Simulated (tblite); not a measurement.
C5H9F3SSi.
Cartesian coordinates in Å at the GFN2-xTB level; atoms count from 1:
```
atom  x, y, z in Å
C1    -1.2954   -1.2859   -0.5189
C2    -0.3227   -0.1999   -0.0525
Si3   -0.9756    1.5151   -0.7390
C4     1.0339   -0.4073   -0.5868
S5     1.3268   -1.2711   -1.9397
C6     2.2284    0.1801    0.1090
F7     1.9885    1.4186    0.6585
C8    -0.3429   -0.1242    1.4673
F9    -1.6046    0.1056    1.9113
F10    0.0340   -1.3075    2.0232
H11   -2.2790   -1.1245   -0.0845
H12   -1.3820   -1.2817   -1.6020
H13   -0.9345   -2.2673   -0.2108
H14   -2.3661    1.5993   -0.3078
H15   -0.8474    1.3957   -2.1882
H16   -0.1602    2.5889   -0.1872
H17    3.0585    0.2959   -0.5934
H18    2.5385   -0.4785    0.9321
H19    0.2920    0.6580    1.9020
```

Computed values, GFN2-xTB/tblite, gas phase, harmonic and unscaled. The method is semi-empirical: single wavenumbers can be off by several per cent or more. Modes of hydrogen on silicon can be 10 to 20 % off. One conformer, not necessarily the lowest.

Harmonic wavenumbers (cm⁻¹): 40.4, 60.2, 95.7, 117.4, 130.9, 150.6, 177.1, 210.8, 249.9, 267.4, 286.5, 307.1, 350.6, 405.9, 453.2, 502.1, 558.8, 564.4, 582.5, 711.8, 747.3, 757.3, 778.4, 812.8, 913.1, 935.6, 1012.4, 1020.1, 1049.1, 1082.7, 1098.7, 1146.6, 1183.9, 1200.0, 1250.5, 1284.7, 1315.6, 1324.4, 1417.7, 1421.4, 1483.1, 1491.6, 2318.4, 2329.8, 2344.8, 2906.1, 2939.3, 2972.8, 3013.3, 3042.0, 3046.6.

A = 1093, B = 777.0, C = 755.8 MHz; mass 186.015 u (most abundant isotopes); point group C1, symmetry number 1.

**Question.** Zero-point energy?

**Answer.** ½Σν̃ = 27932 cm⁻¹ = 334.14 kJ/mol.

**Question.** Entropy at 350 K, 1 bar (ideal gas, RRHO, classical rotation)?

**Answer.** Translation 177.36, rotation 130.00, vibration 194.41: S = 501.8 J/(mol K).

**Question.** And Cp and H(350 K) − H(0)?

**Answer.** Cp = 218.22 J/(mol K), of which vibrations give 184.97 (their classical limit is 51 R = 424.0); H(350 K) − H(0) = 46.62 kJ/mol without the zero-point energy, 34.98 from vibrations.

**Question.** What must be added to the electronic energy to get the Gibbs energy at 350 K and 1 bar?

**Answer.** ZPE + [H(350 K) − H(0)] − T·S = 334.14 + 46.62 − 175.62 = 205.14 kJ/mol.

**Question.** Blend soft modes into free rotors: weight 1/[1 + (100 cm⁻¹/ν̃)⁴] for the oscillator and the rest for a rotor with moment μB/(μ + B), μ = h/(8π²ν), B = 10⁻⁴⁴ kg m². What vibrational entropy results?

**Answer.** 179.63 J/(mol K) in place of 194.41, which changes −T·S at 350 K by +5.17 kJ/mol.

**Question.** Which modes carry the vibrational entropy at 350 K?

**Answer.** 40.4 cm⁻¹: 23.25; 60.2 cm⁻¹: 19.95; 95.7 cm⁻¹: 16.12; 117.4 cm⁻¹: 14.45; 130.9 cm⁻¹: 13.57; 150.6 cm⁻¹: 12.43 J/(mol K); the other 45 give 94.64 together.

**Question.** How do the functions run with temperature in this model?

**Answer.** 
```tsv
T (K)	S (J/(mol K))	Cp (J/(mol K))	H − H(0) (kJ/mol)	G − H(0) (kJ/mol)	ln q(vib)
50	260.4	63.1	2.25	-10.77	0.72
100	315.2	97.7	6.30	-25.21	2.37
298.15	468.6	196.1	35.87	-103.84	9.56
373.15	516.1	227.5	51.78	-140.79	12.15
500	589.0	271.3	83.54	-210.96	16.35
750	711.1	329.9	159.31	-374.01	23.96
1000	811.4	366.3	246.66	-564.70	30.75
```

q(vib) and H(0) count from the zero-point level.

Hindered rotation and anharmonicity are outside this model. Other conformers, if any are populated, would add a mixing term that is left out. The structure is chiral; the term R ln 2 for an equal mix with its mirror image is left out.

On one thread, Arm Neoverse V1 (aarch64), no GPU, shared host, this took 0.98 s wall. The figure is for the frequency step alone.
